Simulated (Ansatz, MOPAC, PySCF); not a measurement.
Lewis adduct: GaH2I (SMILES [GaH2][I]) (first 4 atoms) with H2O (SMILES O); geometry from B3LYP-D3(BJ)/def2-TZVP, rigid monomers moved along the line of their centres of mass till Ga1···O5 is 2.46 Å.
(charge 0, multiplicity 1):
```xyz
7

Ga    -0.02731    -1.20652     1.50893
I     -0.16180     1.06806     0.28494
H      1.39650    -1.83710     1.48392
H     -1.41063    -1.91962     1.66195
O      0.00895    -0.26113     3.77569
H      0.17343     0.66765     3.54372
H     -0.86246    -0.28710     4.19320
```

Counterpoise-corrected where a basis set is named; no monomer relaxation. Rows marked so take none.

Cores are frozen in the correlated methods. Filled d and f shells under p-block atoms count as core. CBS(a, b) extrapolates the correlation energy as X⁻³ and adds the Hartree–Fock energy of set b. Rows in 3-21G, STO-3G carry no dispersion term and start afresh at each structure; the Pople sets are all-electron and without relativity. The state that AM1, PM3, PM6, PM7 reach isn't checked; PM7 holds dispersion and hydrogen-bond terms.

Run with Ansatz (Gaussian orbitals); MOPAC for AM1, PM3, PM6, PM7 (differences of heats of formation); PySCF for 3-21G rows, STO-3G rows, the dispersion terms. Values without a source in brackets are computed. In def2 rows elements past Kr take small-core potentials, without spin–orbit coupling.

Other levels give for the interaction energy: PBE/def2-TZVPPD -59.8; B3LYP/def2-TZVPPD -54.9; B3LYP-D3(BJ)/def2-TZVPPD -64.2; wB97M-V/def2-TZVPPD -69.8; CCSD(T)/CBS(def2-SVPD, def2-TZVPPD) -64.6 kJ/mol.

Common cheap choices:

```tsv
level	interaction energy (kJ/mol)
AM1	-87.8
PM3	-145.7
PM6	-53.2
PM7	-37.3
HF/STO-3G (no counterpoise)	-113.3
HF/3-21G (no counterpoise)	-114.5
B3LYP/3-21G (no counterpoise)	-130.3
```

Ansatz is a quantum-chemistry and plane-wave program.
